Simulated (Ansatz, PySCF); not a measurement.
Gas-phase reaction (SMILES): CC(F)F -> C[C-](F)F + H+; deprotonation at the site shown.

Structures are relaxed separately at B3LYP-D3(BJ)/def2-TZVP in Ansatz (an electronic-structure program). Valence correlation only, unless marked. No spin-orbit coupling. No relativistic terms. CBS marks a two-point X^-3 extrapolation of the correlation energy; Hartree-Fock from the larger set. Anions need diffuse functions, of which def2-TZVPD holds fewer than the aug- sets. Thermal terms are rigid-rotor harmonic-oscillator values from B3LYP-D3(BJ) frequencies (PySCF) at 298.15 K and 1 atm. 1 Eh = 627.5095 kcal/mol. The proton has no electrons: its energy is zero and its thermal terms are those of translation.

```
species    E, CCSD(T)/CBS(aug-cc-pVTZ,aug-cc-pVQZ) (Ansatz) (Eh)  E, PBE-D3(BJ)/def2-TZVPD (Ansatz + dftd3) (Eh)  H - E (Eh)  G - E (Eh)
---------  -----------------------------------------------------  ----------------------------------------------  ----------  ----------
CC(F)F                                                -278.08773                                      -278.13958     0.06550     0.03354
C[C-](F)F                                             -277.43975                                      -277.50015     0.04936     0.01721
H+                                                       0.00000                                         0.00000     0.00236    -0.01000
```

Problem. Work out ΔE and ΔH, ΔG, ΔS and the equilibrium constant at 298.15 K at the first level, then ΔH at the second.

Solution. 
1. ΔE = [(-277.43975) + (0.00000)] - [(-278.08773)] = 0.64798 Eh = 406.6 kcal/mol at CCSD(T)/CBS(aug-cc-pVTZ,aug-cc-pVQZ).
2. The terms H - E add up to -0.01378 Eh, so ΔH = (0.64798 + (-0.01378))×627.5095 = 398.0 kcal/mol.
3. The terms G - E add up to -0.02633 Eh, so ΔG = 390.1 kcal/mol, and ΔS = (-0.01378 - (-0.02633))×627509.5/298.15 = 26.4 cal/(mol K).
4. log10 K = -ΔG/(RT ln 10) = -286.0, with RT ln 10 = 1.3642 kcal/mol.
5. At PBE-D3(BJ)/def2-TZVPD the same steps give ΔE = 401.2 and ΔH = 392.6 kcal/mol, a shift of -5.4 from the first level.
6. These values are not checked against measurement here, since the tables used lack a sound gas-phase enthalpy of formation for at least one species, or one in the same ion convention.
